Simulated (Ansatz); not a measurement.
Gas-phase electronic energies from Ansatz, PBE0-D4/def2-TZVP geometries. CBS: MP2 limit from def2 TZ/QZ plus the TZ coupled-cluster correction, frozen cores. For Ge outer-core shells are correlated without core-valence functions, which leaves a few kJ/mol of doubt a bond. Scalar relativity is left out up to krypton. Each species was taken in one conformer, which may not be the lowest.

`CB[SiH](C)Cl` + `[SH][GeH3]` → `CB[S][GeH3]` + `C[SiH2]Cl`  (cleavage of the B–Si bond)

| species | HF/def2-TZVPP energy (Eh) |
| --- | --- |
| `CB[SiH](C)Cl` | -853.62283 |
| `[SH][GeH3]` | -2475.25657 |
| `CB[S][GeH3]` | -2539.60849 |
| `C[SiH2]Cl` | -789.31440 |

Task: Work out ΔE.

Result: ΔE = (-2539.60849) + (-789.31440) − (-853.62283) − (-2475.25657) = -0.04349 Eh = -114.2 kJ/mol. CCSD(T)/CBS gives -116.3 kJ/mol.

Largest T1 diagnostic among the species: 0.013.
